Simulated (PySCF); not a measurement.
A structure optimised at PBE-D3(BJ)/def2-SVP, used in a PySCF frequency run:

```xyz
3

Sb     0.0000     0.0000     1.1658
I      0.0000    -2.1342    -0.5609
I      0.0000     2.1342    -0.5609
```
Charge 0, spin multiplicity 2.

Task: Write its SMILES, formula and point group.

Result: [I][Sb][I], I2Sb, C2v

Task: What are its rotational constants (standard atomic weights)?

Result: 2.0598, 0.43714, 0.36061 GHz
